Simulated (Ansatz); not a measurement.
Basis-set extrapolation for CH₉NOSi₂, SMILES `C[SiH2]N[SiH2]O` (PBE0-D4/def2-TZVP geometry, frozen core, the Gaussian-basis code of Ansatz). Multiplicity 1, RHF reference.

```csv
,def2-TZVPP,def2-QZVPP
HF,-750.508146,-750.535631
MP2 correlation,-0.881712,-0.946919
CCSD(T) correlation,-0.968451,not run
```

Energies in hartree. Use E(X) = E(∞) + A·exp(−7.88·√X) for Hartree–Fock and E(X) = E(∞) + B·X^(−2.97) for correlation, with X = 3 and 4, and add CCSD(T) minus MP2 of the smaller set to the MP2 limit.

Task: What is the CCSD(T) energy at the basis-set limit?

Result: HF limit: -750.535631 + (-0.027485) × 0.13774 = -750.53942. MP2 limit: -0.946919 + (-0.065207) × 0.74074 = -0.99522. Higher-order term: -0.968451 − (-0.881712) = -0.08674. Total: -751.62138 hartree, 3.94 eV below CCSD(T)/def2-TZVPP.
